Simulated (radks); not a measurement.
Values are calculated unless marked as measured or tabulated.
Coherent X-ray form factor from a spherical all-electron density. Code: a radial shooting solver on a logarithmic mesh with Libxc functionals. Model: Dirac Kohn-Sham, BLYP, spin-unpolarised, spherical densities, point nucleus.

sin(theta)/lambda (1/angstrom)  f0 (electrons)
0.05                                    33.605
0.1                                     32.498
0.15                                    30.879
0.2                                     28.995
0.25                                    27.062
0.3                                     25.223
0.4                                     22.032
0.5                                     19.412
0.6                                     17.138
0.8                                     13.245
1                                       10.276
1.25                                     7.901
1.5                                      6.578
2                                        5.199

The species is in the configuration that NIST lists as its ground one. Which atom or ion scatters so?

Answer. The rubidium ion Rb3+, [Ar] 3d10 4s2 4p4. Extrapolating in s^2 from the first two rows gives f0(0) = 34.0, near the electron count 34; among species with that count, the fall with angle is slower the higher Z, and the table is that of Z = 37; from so few rows the species is fixed only to a neighbour or two.
